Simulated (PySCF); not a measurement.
Below is a simulated gas-phase C 1s photoelectron spectrum of `C#CS(F)(F)(F)(F)F`.

Every computed line was given a Gaussian of 0.4 eV full width at half maximum and an area set by the number of equivalent atoms; the highest printed point is 100. Level of theory: delta-SCF UKS SCAN, pcX-2 on the ionised atom, pcseg-1 elsewhere, spin-free X2C (PySCF 2.14.0).

```csv
binding energy (eV),intensity
291.6,0
291.7,1
291.8,6
291.9,19
292.0,42
292.1,72
292.2,95
292.3,100
292.4,85
292.5,56
292.6,28
292.7,11
292.8,3
292.9,1
```

Problem. Count the maxima, the lines and the sites behind this envelope.

Solution. The curve has 1 maximum (at 292.3 eV). Under it lie 2 lines from 2 inequivalent carbon sites. At this width some lines have no maximum of their own.

Problem. Decompose the envelope and assign each component. Numbering: `[CH:1]#[C:2][S:3]([F:4])([F:5])([F:6])([F:7])[F:8]`.

Solution. 
```tsv
position (eV)	relative area	line	atoms	environment
292.17	1	C 1s	C1	terminal alkyne carbon
292.38	1	C 1s	C2	alkyne carbon
```

Problem. Above which line width would these two lines show one maximum?

Solution. Two equal Gaussians merge once their distance is under 2σ = FWHM/1.177. With 0.21 eV between them that is a full width over 0.25 eV.

The 2 C 1s values lie within 0.21 eV of each other; Gaussian lines of 0.5 eV full width would blend them into one maximum.

No satellites, vibrations or lifetime broadening are included. Spin contamination (⟨S²⟩ against 0.75 for a pure doublet) is marked for C 1s of C1 (0.86) and C 1s of C2 (0.86), which makes these values less certain. Isolated species at its GFN2-xTB geometry, gas phase.
